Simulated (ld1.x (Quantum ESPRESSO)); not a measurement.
## What one change does to a pseudopotential (Br, TM)

```json
{
  "Element": "bromine",
  "Generator": "ld1.x (Quantum ESPRESSO) 7.5",
  "Type": "norm-conserving Troullier–Martins (Kleinman–Bylander form)",
  "Functional": "PBE",
  "Relativity": "scalar-relativistic",
  "Frozen core": "[Ar] 3d10",
  "Valence charge": "7",
  "Reference configuration": "4s1.5 4p5.5",
  "Partial waves": "4s (bound): rc 1.25 bohr; 4p (bound): rc 1.65 bohr; 4d channel at 0.05 Ry: rc 1.70 bohr",
  "Local potential": "the d channel",
  "Core correction": "a·sin(br)/r model core inside 1.15 bohr"
}
```

All-electron outer shells of the reference configuration (PBE, scalar-relativistic, ld1.x):

```json
{"shell": "3p", "level (eV)": "-174.29", "outermost node (bohr)": "0.21", "outermost maximum (bohr)": "0.48"}
{"shell": "3d", "level (eV)": "-67.50", "outermost node (bohr)": "–", "outermost maximum (bohr)": "0.43"}
{"shell": "4s", "level (eV)": "-20.54", "outermost node (bohr)": "0.67", "outermost maximum (bohr)": "1.41"}
{"shell": "4p", "level (eV)": "-8.16", "outermost node (bohr)": "0.70", "outermost maximum (bohr)": "1.66"}
```

Change: wave 4d channel at 0.05 Ry: rc 1.70 bohr becomes 4d channel at 1.58 Ry: rc 1.70 bohr.

Cutoffs: the cutoffs (Ry, on a coarse ladder) from which the occupation-weighted sum of valence levels, in a spherical-Bessel basis at the reference potential, stays within 10 and 1 mRy of its value at 400 Ry; they do not see the model core or the augmentation charge, which bear on the density cutoff. Errors are all-electron minus pseudo energies relative to the spin-unpolarised reference configuration.

**Question.** How do hardness, ghosts and transferability respond?

**Answer.** The potential gets neither clearly harder nor softer (45 Ry and 100 Ry → 45 Ry and 100 Ry); the errors of the 7 common tests hardly move; the range in which the d phases agree widens (upper end 1.3 → at the end of the scan); neither file shows a bound ghost.

```csv
quantity,base,changed
"cutoff, loose",45 Ry,45 Ry
"cutoff, tight",100 Ry,100 Ry
bound ghosts,none,none
"error for 4s2 4p5, meV [ΔE -6.16 eV]",-1.9,-1.7
"error for 4s2 4p4, meV [ΔE 6.39 eV]",-5.7,-5.2
"error for 4s2 4p3, meV [ΔE 29.15 eV]",-30,-26
"error for 4s2 4p2, meV [ΔE 63.14 eV]",-88,-76
"error for 4s1 4p6, meV [ΔE 6.21 eV]",-2.8,-2.7
"error for 4s1 4p5, meV [ΔE 19.40 eV]",-17,-15
"error for 4s2 4p4.5, meV [ΔE -1.09 eV]",-2.0,-2.0
s: phases at 1.85 bohr within 0.05 rad from the reference energy up to (Ry; the scan ends near 5),4.3,4.4
p: phases at 1.85 bohr within 0.05 rad from the reference energy up to (Ry; the scan ends near 5),to the end of the scan,to the end of the scan
d: phases at 1.85 bohr within 0.05 rad from the reference energy up to (Ry; the scan ends near 5),1.3,to the end of the scan
```
